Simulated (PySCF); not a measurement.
C₆H₆OS₂, SMILES CSc1ccc(C=O)s1, singlet (GFN2-xTB optimised geometry):

```
15

C     -2.460    -2.204    -0.004
S     -0.796    -2.925     0.001
C      0.191    -1.495     0.000
C      1.569    -1.495     0.000
C      2.101    -0.207     0.000
C      1.143     0.784     0.000
C      1.329     2.208    -0.002
O      0.449     3.038    -0.005
S     -0.461     0.105     0.000
H     -2.591    -1.601    -0.898
H     -2.596    -1.600     0.888
H     -3.155    -3.038    -0.006
H      2.149    -2.399     0.000
H      3.155     0.005     0.000
H      2.399     2.499     0.001
```

Level of theory: B3LYP/def2-TZVP run with PySCF.

Task: What are the frontier orbital energies and the dipole moment?

Result: HOMO-2 -7.58 eV, HOMO-1 -7.14 eV, HOMO -6.16 eV, LUMO -2.06 eV, LUMO+1 -0.29 eV; dipole moment 3.63 D.

Meta-Löwdin charges at B3LYP/def2-TZVP: C1 -0.40, S2 0.18, C3 -0.20, C4 -0.17, C5 -0.11, C6 -0.18, C7 0.25, O8 -0.43, S9 0.30, H10 0.13, H11 0.13, H12 0.14, H13 0.13, H14 0.13, H15 0.07.
